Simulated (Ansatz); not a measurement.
`OBCl` + `C=[CH][GeH3]` → `O[BH][GeH3]` + `C=CCl` at 700 K and 1 bar (formal exchange of groups at a B–Cl bond).

Gas-phase electronic energies from Ansatz, PBE0-D4/def2-TZVP geometries. CBS: MP2 limit from def2 TZ/QZ plus the TZ coupled-cluster correction, frozen cores. This one scheme is used for every species. For Ge outer-core shells are correlated without core-valence functions, which leaves a few kJ/mol of doubt a bond. Scalar relativity is left out up to krypton. Each species was taken in one conformer, which may not be the lowest.

```json
{"species": "`OBCl`", "CCSD(T)/CBS energy (Eh)": "-561.03999", "H − E (kJ/mol)": "114.9", "S (J/(mol·K))": "320.4"}
{"species": "`C=[CH][GeH3]`", "CCSD(T)/CBS energy (Eh)": "-2155.78858", "H − E (kJ/mol)": "231.8", "S (J/(mol·K))": "391.4"}
{"species": "`O[BH][GeH3]`", "CCSD(T)/CBS energy (Eh)": "-2179.11235", "H − E (kJ/mol)": "192.8", "S (J/(mol·K))": "399.2"}
{"species": "`C=CCl`", "CCSD(T)/CBS energy (Eh)": "-537.65823", "H − E (kJ/mol)": "153.0", "S (J/(mol·K))": "322.7"}
```

H − E and S are ideal-gas, rigid-rotor, harmonic terms from PBE0-D4/def2-TZVP, for one conformer and one mirror image of each species. 1 Eh = 2625.50 kJ/mol, R = 8.31446 J/(mol·K).

**Question.** By hand: ΔE, ΔH, ΔS and ΔG.

**Answer.** ΔE = (-2179.11235) + (-537.65823) − (-561.03999) − (-2155.78858) = 0.05799 Eh = 152.3 kJ/mol. Δ(H − E) = 192.8 + 153.0 − 114.9 − 231.8 = -0.9, so ΔH = 151.4 kJ/mol. ΔS = 399.2 + 322.7 − 320.4 − 391.4 = 10.1 J/(mol·K). ΔG = 151.4 − 700 × (10.1)/1000 = 144.3 kJ/mol.

**Question.** By hand: the equilibrium constant, and the temperature at which ΔG would vanish if ΔH and ΔS stayed fixed.

**Answer.** log₁₀ K = −ΔG/(RT ln 10) = -10.8. ΔG = 0 at ΔH/ΔS = 14990 K, far beyond where these terms or the molecules hold.

The number of gas molecules stays the same, so ΔS is small and ΔH decides. A doubt of 5 kJ/mol in ΔE shifts log₁₀ K by 0.4 here. Other conformers and mirror images would add mixing entropy, several J/(mol·K) or more a flexible species. These are equilibria of isolated gas molecules and say nothing of rates. Largest T1 diagnostic: 0.013 (customary marks: 0.02 for closed shells, 0.045 for open ones).
